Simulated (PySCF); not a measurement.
Compounds:
1. `InChI=1S/C6H13P/c1-6-4-5-7(6,2)3/h6H,2,4-5H2,1,3H3/t6-,7-/m1/s1`
2. `InChI=1S/C8H12P2/c1-3-9-5-7-10(4-2)8-6-9/h1,4H,2,5-8H2`
3. SMILES c1c(OC=O)cc(=O)oc1, C6H4O4
4. `CC(=O)c1ccccn1`, C7H7NO
5. SMILES Cc1pcc(C(C)C)cp1, C8H12P2
6. `C(C)(=O)C1=CC=NC=C1`, C7H7NO
7. `InChI=1S/C7H7NO/c1-3-4-5-6-7(9)8-2/h1-2H3,(H,8,9)`

Computed data (PySCF 2.14): NMR shieldings at PBE0/pcSseg-1/GIAO, structure optimised with GFN2-xTB. One averaged value for each set of equivalent atoms, in vacuum, no relativistic terms, one conformer.

δ = σ(ref) − σ, references computed at the same level: TMS for ¹H (31.72 ppm), ¹³C (186.93 ppm). Acid and N–H amide carbonyl carbons lie up to 10 ppm further downfield in solution (hydrogen bonding). Shifts are as computed. Against solution values, carbons near 30 ppm lie about +3 ppm off and those near 130 ppm about +5 ppm. Of 1211 compounds with measured shifts, 218 miss one by over three times the rms of a fit or turn the order of signals round; such compounds aren't used in these exercises. OH and NH positions are gas-phase values without hydrogen bonding to other molecules.

Problem. Which show a ¹H signal below 0.7 ppm from a carbon-bound hydrogen?

Solution. 1 (-0.38: hydrogen on a carbon double-bonded to a heavier main-group atom).

Problem. Which show a ¹³C signal above 185 ppm?

Solution. 4 (205.7: ketone carbonyl carbon); 5 (215.6: substituted aromatic carbon); 6 (201.5: ketone carbonyl carbon).

Problem. Which show a ¹³C signal below 10 ppm?

Solution. 1 (-8.8: carbon double-bonded to a heavier main-group atom); 7 (5.6: propargylic methyl carbon).

Problem. Which give exactly 5 ¹³C signals?

Solution. 6 (δ 201.5, 157.2, 145.3, 126.4, 28.9).
